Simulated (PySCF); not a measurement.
## `O=S(=O)([SiH2][SiH3])C(F)(F)F`, CH5F3O2SSi2

Cartesian coordinates in Å; atom numbers follow the order of the lines, from 1:
```xyz
14

O    -0.458    1.241   -0.845
S    -0.685    0.655    0.459
O    -0.512    1.516    1.605
Si    0.728   -1.029    0.574
Si    2.644    0.087   -0.140
C    -2.514    0.154    0.450
F    -2.671   -0.740   -0.536
F    -3.375    1.141    0.284
F    -2.782   -0.478    1.599
H     0.429   -1.456    1.945
H    -0.010   -1.960   -0.285
H     3.192   -0.638   -1.296
H     2.369    1.476   -0.494
H     3.645    0.031    0.938
```

Theory: PySCF 2.14.0, quadratic response B3LYP/6-31G* first hyperpolarisability, Taylor convention, gas phase. Geometry: GFN2-xTB.

(1) Give the tensor of the second harmonic β(−2ω;ω,ω) at 1907 nm in the axes of these coordinates.

## Answers

(1) In au, Taylor convention; rows are the first index (the induced dipole):
```
       xx      yy     zz      xy     xz     yz
x  -324.7  -155.5  -24.5  +150.8   -0.9  +12.6
y  +150.1  +222.4  +45.1  -153.2  +12.4  -10.5
z    -1.3   -10.3  -22.7   +12.5  -23.9  +44.8
```
Norm of βᵢ = ⅓ Σⱼ (βᵢⱼⱼ + βⱼᵢⱼ + βⱼⱼᵢ): 654.7 au, hyper-Rayleigh value 248.2 au.
